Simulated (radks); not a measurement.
The numbers below are computed, except where a source is named.
All-electron atom: the scandium ion Sc2+ in [Ar] 4p1 (not the ground configuration). Code: a radial shooting solver on a logarithmic mesh with Libxc functionals. Model: non-relativistic Kohn-Sham, PBE, spin-polarised, spherical densities, point nucleus; open shells are filled with parallel spins first.

X-ray form factor f0, the Fourier transform of the density (f0(0) = 19):

sin(theta)/lambda (1/angstrom)  f0 (electrons)
0.05                                    18.555
0.1                                     17.469
0.15                                    16.171
0.2                                     14.870
0.25                                    13.601
0.3                                     12.379
0.4                                     10.246
0.5                                      8.698
0.6                                      7.672
0.8                                      6.433
1                                        5.478
1.25                                     4.328
1.5                                      3.335
2                                        2.078
